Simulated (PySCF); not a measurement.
A structure optimised at PBE-D3(BJ)/def2-SVP, used in a PySCF frequency run:

```
In
C 1 2.2428
H 2 1.1054 1 111.99
H 2 1.1095 3 109.87 1 -120.01
H 2 1.1095 3 109.87 4 -119.98
C 1 2.2428 2 116.46 3 180.00
H 6 1.1054 1 111.99 2 180.00
H 6 1.1095 7 109.87 1 -120.01
H 6 1.1095 7 109.87 8 -119.98
```
Charge 0, spin multiplicity 2.

Question: Write its SMILES, formula and point group.

Answer: [CH3][In][CH3], C2H6In, C2v

Question: What are its rotational constants (standard atomic weights)?

Answer: 12.198, 4.1717, 3.2398 GHz
